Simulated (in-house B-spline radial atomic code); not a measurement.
## Response and correlation of the rhenium ion Re²⁹⁺

Closed shell [Kr] 4d10. Computed with an all-electron radial atomic-structure program (B-spline basis): Dirac-Hartree-Fock, relativistic RPA (time-dependent Dirac-Hartree-Fock) for the response and second-order many-body perturbation theory for correlation, no-pair Dirac-Coulomb Hamiltonian, finite nucleus.

Command:
```bash
python run_mb.py task.json out
```
Settings (nuclear radius in fm, box in bohr, cutoff in hartree):
```
basis_form          2
Z                   75
core_configuration  [Kr] 4d10
rms_radius          5.3698
mass_number         187
speed_of_light      137.036
box_radius          2.962
lmax                7
intervals           57
virtual_cutoff      140625.0
```

Cost of the run: 13 s on 1 thread of Intel(R) Xeon(R) Platinum 8488C, with other jobs on the host.

```json
{"multipole (bohr³, bohr⁵, bohr⁷)": "dipole", "uncoupled": "0.083148", "coupled RPA": "?"}
{"multipole (bohr³, bohr⁵, bohr⁷)": "quadrupole", "uncoupled": "0.012974", "coupled RPA": "0.013392"}
{"multipole (bohr³, bohr⁵, bohr⁷)": "octupole", "uncoupled": "0.0048243", "coupled RPA": "0.0051753"}
```

(1) What is the coupled dipole polarisability?

(2) Which subshells carry the dipole polarisability?

(3) What does the dipole shielding factor come to?

Dipole polarisability at imaginary frequency:

| u (Eh) | α(iu) (bohr³) |
| --- | --- |
| 0 | 0.07072 |
| 3.29 | 0.06458 |
| 8.22 | 0.04584 |
| 16.4 | 0.02553 |
| 24.6 | 0.01632 |
| 32.9 | 0.01149 |
| 49.3 | 0.006807 |
| 65.7 | 0.004591 |
| 82.2 | 0.003328 |
| 115 | 0.002002 |
| 164 | 0.001129 |
| 246 | 0.0005631 |
| 329 | 0.0003348 |
| 493 | 0.000159 |
| 822 | 6.046e-05 |
| 1640 | 1.585e-05 |

(4) What dispersion coefficients follow for two such ions (the dispersion part alone)?

Lowest J = 1 odd-parity excitations:

```json
{"energy (eV)": "197.49", "oscillator strength": "0.00106", "leading channel": "4d5/2 → f5/2", "weight": "0.838"}
{"energy (eV)": "213.36", "oscillator strength": "0.0993", "leading channel": "4d3/2 → f5/2", "weight": "0.428"}
{"energy (eV)": "257.97", "oscillator strength": "4.66", "leading channel": "4d3/2 → f5/2", "weight": "0.57"}
{"energy (eV)": "438.46", "oscillator strength": "0.344", "leading channel": "4d3/2 → p1/2", "weight": "0.986"}
{"energy (eV)": "450.94", "oscillator strength": "0.599", "leading channel": "4d5/2 → p3/2", "weight": "0.974"}
{"energy (eV)": "468.65", "oscillator strength": "0.0721", "leading channel": "4d3/2 → p3/2", "weight": "0.98"}
{"energy (eV)": "576.77", "oscillator strength": "0.44", "leading channel": "4p3/2 → s1/2", "weight": "0.993"}
{"energy (eV)": "614.72", "oscillator strength": "0.0376", "leading channel": "4d5/2 → f5/2", "weight": "0.822"}
```

Second-order correlation energy by the highest angular momentum of the excited pair (hartree): s -0.02909, p -0.2369, d -0.6174, f -1.291, g -0.4117, h -0.1833, i -0.08379, k -0.04293.

(5) What is the second-order correlation energy at the partial-wave limit?

Answers

(1) 0.070718 atomic units, -15 % against the uncoupled value.

(2) 4d5/2 57.6 %, 4d3/2 35.8 %, 4p3/2 3.7 %.

(3) The dipole shielding factor is 0.614, against the exact N/Z = 46/75 = 0.613 of the non-relativistic theorem.

(4) C6 = (3/π)∫α(iu)²du = 0.04596 hartree·bohr⁶ and C8 = 0.05672 hartree·bohr⁸.

(5) The listed waves sum to -2.8962 hartree; extrapolating the increments as (l + 1/2)⁻⁴ gives -2.984 hartree, -1.77 eV per electron.
